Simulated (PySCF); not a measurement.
**Two-component Hartree-Fock for Pd²⁺ (palladium, charge +2)**

Start: [Kr] 4d8; 4d3/2 filled at m_j = -3/2, -1/2, +1/2, +3/2; 4d5/2 filled at m_j = -1/2, +1/2, +3/2, +5/2. Calculated with PySCF 2.14 in x2c-TZVPall-2c: generalised Hartree-Fock with the X2C-1e Hamiltonian and a Gaussian nucleus; one run each with spin-orbit coupling (SO) switched off, then screened by Boettger's factors.

```csv
spinor shell,electrons,"ε, spin-free (eV)","ε, screened SO (eV)",weight of nominal j (screened SO),"rms radius, screened SO (bohr)"
1s1/2,2,-24501.2,-24499.4,1.000,0.0365
2s1/2,2,-3683.2,-3682.6,1.000,0.150
2p1/2,2,-3297.9,-3408.2,1.000,0.130
2p3/2,4,-3297.9,-3246.7,1.000,0.135
3s1/2,2,-721.14,-720.95,1.000,0.403
3p1/2,2,-591.30,-611.21,1.000,0.399
3p3/2,4,-591.30,-581.95,1.000,0.410
3d3/2,4,-385.43,-388.99,0.997,0.387
4s1/2,2,-130.40,-130.34,1.000,1.01
4p1/2,2,-90.697,-95.300,0.948,1.09
4p3/2,4,-90.697,-88.452,0.974,1.12
4d3/2,4,-34.410,-34.871,0.700,1.47
4d5/2,4,-34.410,-33.964,0.735,1.49
```

Q: Where does 3d5/2 lie, and what is the 3d spin-orbit splitting (screened SO)?

A: At -382.85 eV, 6.146 eV above 3d3/2.

```tsv
quantity	spin-free	screened SO
E (hartree)	-5041.44458	-5042.31070
M_J	4	4
⟨J²⟩	20.008	20.008
⟨L²⟩	12.006	12.065
⟨S²⟩	2.002	2.002
```

Each row is a mean over spinors that exchange with the open shell spreads, by up to 7.965 eV (4p3/2).

Rows whose weight is well below 1 are mixtures of j = l ± 1/2: exchange outweighs spin-orbit coupling there, and the label is only the starting occupation.

Breit and QED terms are absent; they matter most for the inner s and p1/2 levels.

Densities and radii are taken from the X2C orbitals without a picture-change correction, which distorts them close to the nucleus.

Without spin-orbit coupling the j labels of p, d and f shells carry no meaning; the spin-free column gives the mean over the occupied spinors of each nl shell.
